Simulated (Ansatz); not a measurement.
Cost and result for the atomization energy of C2H4O3Si, SMILES `O=C(O)C(=O)[SiH3]` (10 atoms, 9 bonds).

Z-matrix (Å, degrees):
```
Si
C 1 1.938
H 1 1.483 2 109.3
H 1 1.483 2 109.2 3 -121.3
H 1 1.482 2 106.0 3 119.4
O 2 1.200 1 124.7 3 -119.8
C 2 1.537 1 113.9 3 60.3
O 7 1.325 2 114.5 1 -179.6
O 7 1.203 2 120.0 1 0.4
H 8 0.969 7 107.6 2 180.0
```

The species carries charge 0 and has multiplicity 1. The structure was optimised at the PBE0-D4/def2-TZVP level. It is one conformer, not always the lowest. Program: Ansatz. All runs use 4 threads of an Arm Neoverse V2 on a shared host. Times are those of one run each, without the atoms' runs, and a repeat can differ threefold. Electronic energies, without spin–orbit coupling; frozen cores. CCSD(T)/CBS adds CCSD(T) − MP2 in def2-TZVPP to the MP2 limit, and its time is that of the two runs behind it. T1 = 0.016. B3LYP takes the VWN-RPA correlation (the form of Gaussian; ORCA's B3LYP/G).

CCSD(T)/CBS is a level of theory with its own doubt, some kJ/mol a heavy atom from the limit and from the frozen cores, so smaller differences don't rank the functionals.

```
                            level  functions  wall time
           LDA (SPW92)/def2-TZVPP        253      1.1 s
             revPBE-D4/def2-TZVPP        253      1.9 s
               PBE0-D4/def2-TZVPP        253      2.8 s
          CAM-B3LYP-D4/def2-TZVPP        253      3.2 s
B3LYP-D4/def2-TZVPP (with forces)        253        4 s
                B2PLYP/def2-TZVPP        253        6 s
              PBE-QIDH/def2-TZVPP        253        6 s
                 CCSD(T)/def2-SVP        108      6.5 s
               ωB97X-V/def2-TZVPP        253        7 s
                B97M-V/def2-TZVPP        253      8.5 s
                   MP2/def2-QZVPP        475       22 s
               CCSD(T)/def2-TZVPP        253    3.1 min
                CCSD(T)/CBS(def2)          –    3.4 min
```

Task: What atomization energy does each give, and how far from CCSD(T)/CBS? (Estimate.)

Result: Computed: 
```tsv
level	atomization (kJ/mol)	difference from CCSD(T)/CBS	per bond
LDA (SPW92)/def2-TZVPP	4769.9	740.3	82.3
revPBE-D4/def2-TZVPP	4057.7	28.1	3.1
PBE0-D4/def2-TZVPP	4034.5	4.9	0.5
CAM-B3LYP-D4/def2-TZVPP	4046.8	17.2	1.9
B3LYP-D4/def2-TZVPP (with forces)	4024.6	-5.0	-0.6
B2PLYP/def2-TZVPP	3989.8	-39.8	-4.4
PBE-QIDH/def2-TZVPP	3983.6	-46.0	-5.1
CCSD(T)/def2-SVP	3808.0	-221.6	-24.6
ωB97X-V/def2-TZVPP	4051.0	21.4	2.4
B97M-V/def2-TZVPP	4035.3	5.7	0.6
MP2/def2-QZVPP	4111.9	82.3	9.1
CCSD(T)/def2-TZVPP	3908.1	-121.5	-13.5
CCSD(T)/CBS(def2)	4029.6	0.0	0.0
```

From BLYP to BHLYP (50 % exact exchange), in def2-TZVPP and without D4, the atomization energy moves by −233.2 kJ/mol: exact exchange takes away binding that semilocal exchange gives to molecules. Leaving LDA and LC-ωPBE aside and taking each functional with its dispersion term where it has one, the values, not all of them listed here, spread over 367.0 kJ/mol, from BHLYP-D4 to PBE-D4. LDA lies +604.0 kJ/mol from PBE without D4, its usual overbinding. In def2-TZVPP, CCSD(T) changes the Hartree–Fock value by +1196.7 kJ/mol (the triples alone add +91.8 kJ/mol) and MP2 by +1328.4 kJ/mol; breaking electron pairs costs correlation energy, which Hartree–Fock lacks.
